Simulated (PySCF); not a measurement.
# Interval between two levels of B⁺ by level of theory

B⁺ [He] 2s2 → B⁺ [He] 2s1 2p1 [3P2, M_J = 2], as a difference of total energies. Calculation: PySCF 2.14, in x2c-TZVPall-2c with one added diffuse shell each of s, p, d type (6s4p3d1f, 40 functions); the two-component X2C-1e Hamiltonian. Correlated levels: 1s2 frozen. "Screened" scales the spin-orbit matrix elements by Boettger's factors to mimic the two-electron term; Breit and QED terms are absent.

```
                    method  interval between two levels (cm⁻¹)  error (cm⁻¹)
           GHF (spin-free)                               25727        -11630
          GMP2 (spin-free)                               32633         -4725
 GHF (screened spin-orbit)                               25737        -11620
GMP2 (screened spin-orbit)                               32643         -4715
```

Reference: 37358 cm⁻¹ (measured; NIST Handbook of Basic Atomic Spectroscopic Data (Sansonetti and Martin, J. Phys. Chem. Ref. Data 34, 1559 (2005))).

Errors of the correlated levels include the incompleteness of this basis and the frozen core.

The labels give the starting determinants; with spin-orbit coupling the two ends relaxed to ⟨J²⟩ = 0.00, ⟨L²⟩ = 0.00, ⟨S²⟩ = 0.00 and ⟨J²⟩ = 6.00, ⟨L²⟩ = 2.00, ⟨S²⟩ = 2.00.
